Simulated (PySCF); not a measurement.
Vertical excitations of a molecule CH₅ClF₂Si₂ from TDDFT-PBE0/def2-SVPD (PySCF), as energy in eV (oscillator strength): 6.49 (0.014), 6.67 (0.020), 7.57 (0.244), 7.78 (0.016), 7.82 (0.124), 7.94 (0.005), 8.11 (0.046), 8.20 (0.008), 8.21 (0.049), 8.26 (0.013). Lowest triplet (TDA): 5.80 eV. Coordinates come from a B3LYP-D3(BJ)/def2-SVP optimisation. Other conformers were not sampled.

Q: Identify the compound among the candidates.
A) F[Si](F)(Cl)C[SiH3]
B) FC[Si@](F)([SiH3])Cl
C) C[Si@@](F)(Cl)[SiH2]F
D) C[Si@@H](Cl)[SiH](F)F

A: B, FC[Si@](F)([SiH3])Cl
